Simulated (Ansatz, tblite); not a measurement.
Forces on Sn5H2 at its PBE-D4/def2-SVP geometry. The state is a singlet with charge 0.

In the def2 sets Sn takes a core potential; there is no spin–orbit coupling. The xTB rows come from tblite. The restricted singlet is unstable towards broken spin symmetry in Hartree–Fock (as tested in another run); at PBE-D4/def2-TZVP this wasn't settled. Another isomer (singlet) lies 0.15 eV lower at PBE0-D4/def2-TZVP; other spin states weren't run for this one.

GFN1-xTB (tblite), largest force 1.04 eV/Å:

```xyz
7
positions Å, forces eV/Å
Sn    1.756   -0.295   -0.262   -0.701   -0.112    0.007
Sn   -1.716    0.174    0.510    0.575   -0.294   -0.286
Sn   -0.452   -1.839   -0.917    0.147    0.553    0.333
Sn    0.593    0.692    2.250   -0.088    0.565   -0.776
Sn    0.100    2.057   -0.801    0.186   -0.274    0.986
H    -0.870   -3.174   -1.981    0.007    0.047    0.002
H     0.589    2.386    1.201   -0.125   -0.486   -0.267
```

GFN2-xTB (tblite), largest force 0.82 eV/Å:

```
Sn -0.812 -0.137 -0.029
Sn 0.656 -0.339 -0.359
Sn 0.166 0.522 0.425
Sn 0.017 -0.038 0.084
Sn -0.019 -0.079 -0.048
H -0.057 -0.137 -0.168
H 0.050 0.209 0.095
```

PBE-D4/def2-TZVP (Ansatz), largest force 0.14 eV/Å:

```
Sn -0.121 0.017 0.023
Sn 0.112 -0.019 -0.035
Sn 0.004 0.044 -0.001
Sn -0.022 0.031 -0.139
Sn 0.013 -0.087 0.104
H 0.026 0.081 0.068
H -0.013 -0.067 -0.020
```
